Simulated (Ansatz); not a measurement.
```yaml
crystal:
  periodic: [false, false, false]
  atoms:
    - {symbol: C, position_ang: [-0.787818, 1.088536, 0.184436]}
    - {symbol: N, position_ang: [0.149100, 0.026473, -0.084248]}
    - {symbol: C, position_ang: [-0.238758, -1.261172, 0.441233]}
    - {symbol: B, position_ang: [1.326209, 0.239258, -0.793109]}
    - {symbol: F, position_ang: [2.166693, -0.781327, -1.017897]}
    - {symbol: H, position_ang: [-0.925399, 1.228399, 1.263029]}
    - {symbol: H, position_ang: [-0.423028, 2.022669, -0.241831]}
    - {symbol: H, position_ang: [-1.769243, 0.867034, -0.251025]}
    - {symbol: H, position_ang: [-0.350460, -1.219701, 1.530744]}
    - {symbol: H, position_ang: [-1.198177, -1.581299, 0.019053]}
    - {symbol: H, position_ang: [0.515517, -2.007061, 0.196679]}
    - {symbol: H, position_ang: [1.612163, 1.323093, -1.213065]}
basis:
  gaussian: {orbitals: aug-pcseg-2}
hamiltonian: {xc: {name: HF}}
correlation: {method: mp2, frozen_orbitals: {C: 0}}
output: {forces: true}
```

```sh
$ ansatz run in.yaml --threads 4 --pin off --events-out ev --progress --plain --max-ram 10444MiB
```

Shortened log:

```
Functional definition: HF
  name "HF"
  cite "Fock, Z. Phys. 61, 126 (1930) doi:10.1007/BF01340294"
  parent pbe
  exchange = exact_x
  correlation = 0
Error: "frozen_orbitals" has no count for N
```

Something in this input is off. What?

Frozen orbitals are typed for one element alone, and the program wants a count for each. The program refused the input.
